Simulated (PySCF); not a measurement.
C2H6AlClS, SMILES C[S][Al]([CH3])[Cl].

Geometry: B3LYP-D3(BJ)/def2-SVP. The structure was generated by enumeration; whether it is a known compound was not checked. The values are those of a single conformer.

Computed with TDA-PBE0/def2-SVPD (PySCF 2.14.0).

Vertical excitations. The molecule is in vacuum.

Computed excitation energies, oscillator strengths and character:
| state | energy (eV) | λ (nm) | f | main pairs |
|---|---|---|---|---|
| S1 | 5.51 | 225 | 0.033 | HOMO→LUMO+1 96 % |
| S2 | 5.70 | 217 | 0.074 | HOMO→LUMO 89 % |
| S3 | 5.91 | 210 | 0.002 | HOMO→LUMO+2 85 % |
| S4 | 6.08 | 204 | 0.000 | HOMO−1→LUMO 89 % |
| S5 | 6.58 | 188 | 0.231 | HOMO−1→LUMO+1 91 % |
| S6 | 6.93 | 179 | 0.004 | HOMO−1→LUMO+2 94 % |
| S7 | 7.10 | 175 | 0.000 | HOMO−2→LUMO 96 % |
| S8 | 7.21 | 172 | 0.017 | HOMO→LUMO+4 55 %, HOMO→LUMO+3 39 % |
| S9 | 7.33 | 169 | 0.001 | HOMO→LUMO+3 54 %, HOMO→LUMO+4 34 % |
| S10 | 7.37 | 168 | 0.007 | HOMO−2→LUMO+1 89 % |
| T1 | 4.80 | 258 | 0 | HOMO→LUMO 97 % |
| T2 | 5.19 | 239 | 0 | HOMO→LUMO+1 83 % |
| T3 | 5.38 | 231 | 0 | HOMO→LUMO+2 84 % |
| T4 | 5.75 | 215 | 0 | HOMO−1→LUMO 94 % |
Triplets are in the Tamm–Dancoff approximation.
